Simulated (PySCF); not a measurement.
`ClC[C@H]1CC[C@@H]1Br`, C₅H₈BrCl

Geometry (Å), atoms numbered from 1 in this order:
```xyz
15

Cl    1.728   -1.965   -0.131
C     0.947   -0.879   -1.318
C    -0.034    0.065   -0.653
C    -1.108   -0.516    0.286
C    -0.807    0.602    1.297
C     0.477    0.905    0.523
Br    0.864    2.780    0.138
H     0.439   -1.518   -2.040
H     1.747   -0.325   -1.810
H    -0.476    0.691   -1.431
H    -2.119   -0.547   -0.111
H    -0.834   -1.500    0.659
H    -1.529    1.415    1.250
H    -0.673    0.303    2.334
H     1.374    0.497    0.985
```

Level of theory: TDDFT wB97X-D/def2-SVPD circular dichroism and optical rotation, one conformer, gas phase in PySCF 2.14.0. Geometry: GFN2-xTB.

The molecule is flexible and this is one conformer; a measurement averages over conformers. The calculation is non-relativistic, which matters for the atoms heavier than Zn.

Question: Draw the ECD and absorption spectra from the lowest 8 states, each a Gaussian of half-width 0.2 eV at 1/e height.

Answer: 
```tsv
E (eV)	λ (nm)	Δε (L mol⁻¹ cm⁻¹)	ε (L mol⁻¹ cm⁻¹)
5.65	220	0.00	0.406
5.75	216	+0.01	3.92
5.85	212	+0.09	23.1
5.95	209	+0.33	83.3
6.05	205	+0.78	183
6.15	202	+1.15	248
6.25	199	+1.04	206
6.35	195	+0.58	105
6.45	192	+0.20	33.1
6.55	189	+0.04	6.44
6.65	187	+0.01	0.776
6.75	184	0.00	0.0586
6.85	181	0.00	0
6.95	179	0.00	0.405
7.05	176	+0.02	4.52
7.15	174	+0.15	31.1
7.25	171	+0.50	135
7.35	169	+0.78	382
7.45	167	-0.34	801
7.55	164	-4.30	1670
7.65	162	-11.51	4110
7.75	160	-20.53	9110
7.85	158	-24.83	14700
7.95	156	-17.43	17400
8.05	154	-0.93	17600
```
Δε uses R in velocity form, ε uses f in length form. Only the states computed contribute, so the short-wavelength end is incomplete.
